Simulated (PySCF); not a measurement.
PySCF 2.14 output of an unrestricted BLYP calculation on a single atom or ion in def2-QZVPPD with the def2 core potential (60 electrons) (7s5p4d4f2g, 88 functions), with scalar relativity through the core potential:

```
SCF conv_tol = 1e-09
number electrons alpha = 9  beta = 9
    A. D. Becke.,  Phys. Rev. A 38, 3098 (1988)
    C. Lee, W. Yang, and R. G. Parr.,  Phys. Rev. B 37, 785 (1988)
    B. Miehlich, A. Savin, H. Stoll, and H. Preuss.,  Chem. Phys. Lett. 157, 200 (1989)
cycle= 1 E= -152.417694934736  delta_E= -0.0116  |g|= 0.0598  |ddm|= 0.306
cycle= 2 E= -152.417734147466  delta_E= -3.92e-05  |g|= 0.0649  |ddm|= 0.0532
cycle= 3 E= -152.418848617312  delta_E= -0.00111  |g|= 0.00249  |ddm|= 0.0274
cycle= 4 E= -152.418850656379  delta_E= -2.04e-06  |g|= 4.34e-06  |ddm|= 0.00114
cycle= 5 E= -152.418850656383  delta_E= -4.55e-12  |g|= 3.86e-08  |ddm|= 2.18e-06
converged SCF energy = -152.418850656383  <S^2> = -2.4868996e-14  2S+1 = 1
```

The run itself started from symmetry-adapted Hartree-Fock orbitals and held the occupation by maximum overlap, on a logarithmic radial grid, so the iterations belong to that start.

Problem. Which element, charge and spin multiplicity is this?

Solution. Hg²⁺ (mercury, charge +2), multiplicity 1; the state was [Xe] 4f14 5d10, closed-shell 1S.

Energies and moments cover only the electrons outside the core potential. Spin-orbit coupling, which splits the p, d and f shells strongly at this Z, is absent.
